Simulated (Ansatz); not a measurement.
A run for Ansatz (a program for electronic structure): R-wB97X-V/def2-TZVPP on H3NSSi (SMILES N[Si]S), a point of a torsion scan.

Ansatz 0.2 input:
```yaml
crystal:
  periodic: [false, false, false]
  atoms:
    - {symbol: N, position_ang: [-1.13498895, 0.01282566, 0.22709463]}
    - {symbol: Si, position_ang: [-0.45148536, -0.22761459, 1.76915140]}
    - {symbol: S, position_ang: [-0.49988578, -2.43144424, 1.73134463]}
    - {symbol: H, position_ang: [-1.29761438, 0.92321562, -0.16720713]}
    - {symbol: H, position_ang: [-1.42247777, -0.73072770, -0.39357515]}
    - {symbol: H, position_ang: [0.03479156, -2.56517798, 2.93585398]}
basis:
  gaussian:
    orbitals: def2-TZVPP
hamiltonian:
  xc: {name: wB97X-V}
scf: {lower_state_search: off}
```

It printed:

```
WARN ansatz: RAYON_NUM_THREADS=1 ignored (pool sized by the plan → 1); use --threads N
Functional definition: wB97X-V
these checks for a lower state are left out or cut short: stability, starts, cluster_reference, orbital_swaps, neighbouring_geometries, increment
integrals: 0.09 GiB planned
914 factors; their error is unknown
integrals: 0.13 GiB planned
189 factors; integrals over basis functions are off by at most 1.3e-5 eV
mean field: 0.75 GiB planned
mean field evaluation 1: about -20246.0043 eV, gradient 4.9e1 eV
mean field evaluation 2: about -20245.5707 eV, gradient 5.0e1 eV
mean field evaluation 4: about -20250.5742 eV, gradient 1.4e0 eV
mean field evaluation 8: about -20250.5841 eV, gradient 3.5e-2 eV
mean field evaluation 16: about -20250.5962 eV, gradient 3.9e-5 eV
mean field -20250.59623264 eV, -744.1956852023 hartree, gradient 4.4e-6 eV, S^2 0.000000; 0 other end points of the search recorded, 0 dependent functions left out
reference -20250.59623103 eV, -744.1956851434 hartree; 20, 20 occupied and 137, 137 virtual orbitals, 914 factors
Total energy: -20250.59623103 eV, -744.1956851434 hartree
Checks for a lower state left out: stability, starts, cluster_reference, orbital_swaps, neighbouring_geometries, increment
```

The run converged.

Cost: around 3 core-seconds (rough).
